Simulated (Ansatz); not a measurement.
Ansatz (a program for electronic structure) input (PBE0/def2-QZVPP):
A basis named .json is the Basis Set Exchange file of that set.

Ansatz 0.2 input:
```yaml
crystal:
  periodic: [false, false, false]
  atoms:
    - {symbol: Si, position_ang: [-0.08942186, 0.09722192, -0.58423254]}
    - {symbol: Cl, position_ang: [0.15269672, 0.93373634, 1.33303770]}
    - {symbol: N, position_ang: [1.28922929, -0.90813076, -0.77726011]}
    - {symbol: N, position_ang: [-1.44447798, -0.91848380, -0.81010495]}
    - {symbol: H, position_ang: [1.40126330, -1.43766907, -1.62893994]}
    - {symbol: H, position_ang: [2.17594243, -0.62829898, -0.38718828]}
    - {symbol: H, position_ang: [-1.46825709, -1.84715507, -0.41188748]}
    - {symbol: H, position_ang: [-2.36614591, -0.53519966, -0.94281442]}
basis:
  gaussian:
    orbitals: def2-QZVPP.json
hamiltonian:
  xc: {name: PBE0}
magnetization: {spin_polarized: true, initial_magnetization: 1}
```

End of the output:

```
integrals: 0.41 GiB planned
1345 factors; their error is unknown
mean field: 3.93 GiB planned
mean field evaluation 1: about -23426.7462 eV, gradient 5.9e1 eV
mean field evaluation 2: about -23404.2262 eV, gradient 8.7e1 eV
mean field evaluation 4: about -23439.3549 eV, gradient 5.1e0 eV
mean field evaluation 8: about -23439.4790 eV, gradient 1.8e-1 eV
mean field evaluation 16: about -23439.4791 eV, gradient 4.4e-5 eV
mean field -23439.47911348 eV, -861.3849695708 hartree, gradient 4.4e-5 eV, S^2 0.752431; 0 other end points of the search recorded, 0 dependent functions left out
reference -23439.47914618 eV, -861.3849707727 hartree; 25, 24 occupied and 349, 350 virtual orbitals, 1345 factors
Total energy: -23439.47914618 eV, -861.3849707727 hartree
```

It need not be the lowest isomer of its formula.
